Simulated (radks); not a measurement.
The numbers below are computed, except where a source is named.
Isoelectronic series with 19 electrons, each ion in its NIST ground configuration. Code: a radial shooting solver on a logarithmic mesh with Libxc functionals. Model: scalar-relativistic Kohn-Sham, PBE, spin-polarised, spherical densities, point nucleus; open shells are filled with parallel spins first (spin-orbit coupling, left out, can overturn this in heavy ions). Total energies (hartree) and orbital eigenvalues (hartree):

\begin{tabular}{lrrrr}
ion & configuration & E (hartree) & 3d up & 3p down \\ \hline
As14+ & [Ar] 3d1 & -2168.50947 & -16.14083 & -19.30828 \\
Kr17+ & [Ar] 3d1 & -2638.56295 & -22.59200 & -26.28859 \\
Mo23+ & [Ar] 3d1 & -3725.29073 & -38.53274 & -43.36284 \\
Rh26+ & [Ar] 3d1 & -4343.47449 & -48.02111 & -53.46925 \\
Cd29+ & [Ar] 3d1 & -5012.69144 & -58.52252 & -64.63246 \\
Sb32+ & [Ar] 3d1 & -5733.92601 & -70.03866 & -76.86187 \\
Xe35+ & [Ar] 3d1 & -6508.26771 & -82.57175 & -90.16798 \\
La38+ & [Ar] 3d1 & -7336.9208 & -96.12445 & -104.5623 \\
Nd41+ & [Ar] 3d1 & -8221.2161 & -110.6998 & -120.0573 \\
Eu44+ & [Ar] 3d1 & -9162.6242 & -126.3013 & -136.6665 \\
Dy47+ & [Ar] 3d1 & -10162.7722 & -142.9327 & -154.4046 \\
\end{tabular}
